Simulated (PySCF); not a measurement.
## Titanium: a sound run and one with changed settings

Sound run: Ti [Ar] 3d2 4s2, Ti⁺ [Ar] 3d2 4s1. Computed with PySCF 2.14 in def2-TZVP (6s4p4d1f, 45 functions), with the non-relativistic Hamiltonian (point nucleus). In the sound run the correlated levels freeze [Ar]. The sound run starts from symmetry-adapted Hartree-Fock orbitals and uses a fine grid where one is needed.

Changed run: the spin-free X2C one-electron Hamiltonian (Gaussian nucleus). This setting is unsound on purpose.

| species | method | sound run (hartree) | changed run (hartree) | converged |
| --- | --- | --- | --- | --- |
| Ti | UHF | -848.39462 | -852.08700 | yes |
| Ti | r2SCAN | -849.29772 | -852.98852 | yes |
| Ti | PBE | -849.10365 | -852.79394 | yes |
| Ti | MP2 | -848.42895 | -852.12175 | yes |
| Ti⁺ | UHF | -848.19141 | -851.88270 | yes |
| Ti⁺ | r2SCAN | -849.06367 | -852.75296 | yes |
| Ti⁺ | PBE | -848.85884 | -852.54746 | yes |
| Ti⁺ | MP2 | -848.20011 | -851.89156 | yes |

Ionisation energy of Ti:

```csv
method,sound run (eV),changed run (eV)
UHF,5.530,5.559
r2SCAN,6.369,6.410
PBE,6.662,6.707
MP2,6.227,6.264
SCS-MP2,6.373,6.411
```

Most of the change in total energy is the relativistic energy itself. On top of that the contraction fixes the core shape for the Hamiltonian it was made with, so the changed run is not a good calculation with the other Hamiltonian either.

For comparison, NIST gives 6.828 eV between the lowest levels.
